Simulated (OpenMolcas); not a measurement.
Kr3+: effect of the basis set

```json
{"Program": "OpenMolcas 26.06", "Method": "RASSCF", "Active space": "5 electrons in 9 orbitals (RAS2 4s 4p; RAS3 4d, at most 2 electrons)", "State averaging": "2S+1 = 4 odd, 1 root; 2S+1 = 2 odd, 11 roots; 2S+1 = 4 even, 3 roots; 2S+1 = 2 even, 9 roots", "Spin-orbit coupling": "state interaction with AMFI integrals over the reference wave functions, term energies averaged over their components"}
```

A. ANO-RCC-VTZP [6s5p3d1f], DKH2, point nucleus; cost roughly 29 core-seconds
B. ANO-RCC-VQZP [7s6p4d2f1g], DKH2, point nucleus; cost about 30 core-seconds
C. ANO-R2 [6s5p4d3f1g], X2C, finite nucleus; cost of the order of 40 core-seconds
D. ANO-RCC [9s8p6d4f2g], DKH2, point nucleus; cost of the order of 30 core-seconds

Energies in cm⁻¹ above 4s² 4p³ ⁴S°_3/2, the measured ground level; measured values from Saloman, J. Phys. Chem. Ref. Data 36, 215 (2007).

| Level | A | B | C | D | Measured |
| --- | --- | --- | --- | --- | --- |
| 4s² 4p³ ⁴S°_3/2 | 0.0 | 0.0 | 0.0 | 0.0 | 0.0 |
| 4s² 4p³ ²D°_3/2 | 21571 | 21644 | 21393 | 21610 | 17038 |
| 4s² 4p³ ²D°_5/2 | 22938 | 23009 | 22750 | 22980 | 18700 |
| 4s² 4p³ ²P°_1/2 | 35565 | 35646 | 35398 | 35624 | 31056 |
| 4s² 4p³ ²P°_3/2 | 37327 | 37400 | 37147 | 37386 | 33406 |
| 4s 4p⁴ ⁴P_5/2 | 117416 | 117440 | 117300 | 117391 | 118762 |
| 4s 4p⁴ ⁴P_3/2 | 120731 | 120736 | 120588 | 120693 | 122426 |
| 4s 4p⁴ ⁴P_1/2 | 122354 | 122352 | 122195 | 122311 | 124110 |
| 4s 4p⁴ ²D_3/2 | 149092 | 149113 | 148799 | 149061 | 145773 |
| 4s 4p⁴ ²D_5/2 | 149583 | 149611 | 149301 | 149564 | 146645 |

Deviations, from unrounded energies. A percentage is the sum of absolute deviations over the sum of measured energies, with the sign that they share, or ± where signs differ.

```json
{"Against measurement": "mean absolute deviation (cm-1)", "Levels": "9", "A": "3100", "B": "3200", "C": "3000", "D": "3200"}
{"Against measurement": "other terms of the ground configuration (%)", "Levels": "4", "A": "+17.2", "B": "+17.5", "C": "+16.5", "D": "+17.4"}
{"Against measurement": "other configurations (%)", "Levels": "5", "A": "±1.7", "B": "±1.7", "C": "±1.7", "D": "±1.7"}
```

A, B, C, D lie about equally close to measurement. The largest miss of C in the table is 4s² 4p³ ²D°_3/2, by +4400 cm-1. The ranking rests on the paired levels alone, and a cruder setting can come out closer through cancelling errors.

Among A to D the level of the table that moves most is 4s 4p⁴ ²D_3/2, by 310 cm-1 (lowest in C, highest in B).

The run also gave levels led by 4s² 4p² 4d, which use shells meant for correlation; these and all levels above them are left out. Some terms mix strongly with configurations of 4d, whose occupation reaches 0.27 (4s 4p⁴ ²D) (figures for A; the like holds for B, C, D). Computed and measured levels are paired by configuration, term and J; levels that our copy of the source lacks, or whose pairing is in doubt (as where it misses far off the trend of its configuration), stay unpaired and out of the deviations. Only configurations of the active space appear. Levels that lie high or do not pair safely by name in every column are left out.

° marks odd parity.
